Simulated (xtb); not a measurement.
AgF, charge +1, doublet, from a rough starting geometry (GFN-xTB shapes and energies of metal compounds can be far from the true ones) (the multiplicity is a formal guess); GFN2-xTB run with xtb.

The xtb input:
```
$ xtb mol.xyz --gfn 2 --chrg 1 --uhf 1 --opt vtight --json

# file mol.xyz
2

Ag    -0.46406322    -0.43036309    -0.67645515
F      0.46487226     0.37981294     0.70772863
```

Output, abridged:

```
   ID    Z sym.   atoms
    1   47 Ag     1
    2    9 F      2

           -------------------------------------------------
          |                Calculation Setup                |
           -------------------------------------------------

           -------------------------------------------------
          |                 G F N 2 - x T B                 |
           -------------------------------------------------

          ...................................................
          :                      SETUP                      :
          :.................................................:
          :  # basis functions                  14          :
          :  # atomic orbitals                  13          :
          :  # shells                            5          :
          :  # electrons                        17          :
          :  max. iterations                   250          :
          :  Hamiltonian                  GFN2-xTB          :
          :  restarted?                      false          :
          :  GBSA solvation                  false          :
          :  PC potential                    false          :
          :  electronic temp.          300.0000000     K    :
          :  accuracy                    1.0000000          :
          :  -> integral cutoff          0.2500000E+02      :
          :  -> integral neglect         0.1000000E-07      :
          :  -> SCF convergence          0.1000000E-05 Eh   :
          :  -> wf. convergence          0.1000000E-03 e    :
          :  Broyden damping             0.4000000          :
          :  net charge                          1          :
          :  unpaired electrons                  1          :
          ...................................................

 iter      E             dE          RMSdq      gap      omega  full diag
   1     -8.0248211 -0.802482E+01  0.975E+00    5.07       0.0  T
   2     -8.0316494 -0.682827E-02  0.106E+01    4.61       1.0  T
   3     -8.0626014 -0.309520E-01  0.768E+00    4.96       1.0  T
   4     -8.0636374 -0.103597E-02  0.135E+00    5.11       1.0  T
   5     -8.0654366 -0.179918E-02  0.380E-01    5.18       1.0  T
   6     -8.0654934 -0.568387E-04  0.100E-01    5.20       1.0  T
   7     -8.0654938 -0.357671E-06  0.351E-02    5.20       2.0  T
   8     -8.0654938 -0.238651E-07  0.568E-03    5.20      12.5  T
   9     -8.0654938 -0.101288E-10  0.471E-03    5.20      15.0  T
[...]
         :: total energy              -8.062569369436 Eh    ::
 * total energy  :    -8.0625694 Eh     change       -0.1243450E-12 Eh
 * total energy  :    -8.0628995 Eh     change       -0.3301125E-03 Eh
 * total energy  :    -8.0630706 Eh     change       -0.1711585E-03 Eh
 * total energy  :    -8.0630726 Eh     change       -0.1974633E-05 Eh
 * total energy  :    -8.0630730 Eh     change       -0.3485697E-06 Eh
 * total energy  :    -8.0630730 Eh     change       -0.1549516E-10 Eh
   *** GEOMETRY OPTIMIZATION CONVERGED AFTER 6 ITERATIONS ***
         :: total energy              -8.063072963711 Eh    ::
[...]
         7        1.9999           -0.7607020             -20.6998
         8        1.9999           -0.7607020             -20.6998
         9        1.0001           -0.7430981             -20.2207 (HOMO)
        10                         -0.5542883             -15.0830 (LUMO)
        11                         -0.4121859             -11.2161
        12                         -0.4121859             -11.2161
        13                         -0.1723410              -4.6896
      -------------------------------------------------------------
                  HL-Gap            0.1888098 Eh            5.1378 eV
             Fermi-level           -0.7001320 Eh          -19.0516 eV

     #   Z          covCN         q      C6AA      α(0)
     1  47 Ag       0.699     1.088   229.480    32.064
     2   9 F        0.699    -0.088    10.154     3.762

 Mol. C6AA /au·bohr⁶  :        327.547386
 Mol. C8AA /au·bohr⁸  :      23995.094265
 Mol. α(0) /au        :         35.826735

Wiberg/Mayer (AO) data.
largest (>0.10) Wiberg bond orders for each atom

 ---------------------------------------------------------------------------
     #   Z sym  total        # sym  WBO       # sym  WBO       # sym  WBO
 ---------------------------------------------------------------------------
     1  47 Ag   1.174 --     2 F    1.174
     2   9 F    1.174 --     1 Ag   1.174
 ---------------------------------------------------------------------------

Topologies differ in total number of bonds
Writing topology from bond orders to xtbtopo.mol

molecular dipole:
                 x           y           z       tot (Debye)
 q only:       -1.058      -0.971      -1.548
   full:       -1.507      -1.362      -2.216       7.641
molecular quadrupole (traceless):
                xx          xy          yy          xz          yz          zz
 q only:       -0.398       1.134      -0.551       1.762       1.649       0.949
  q+dip:       -0.721       2.029      -1.054       3.216       2.966       1.775
   full:       -0.567       1.618      -0.787       2.513       2.353       1.354

optimized geometry written to: xtbopt.xyz

           -------------------------------------------------
          | TOTAL ENERGY               -8.063072963711 Eh   |
          | GRADIENT NORM               0.000000164227 Eh/α |
          | HOMO-LUMO GAP               5.137775028209 eV   |
           -------------------------------------------------
```
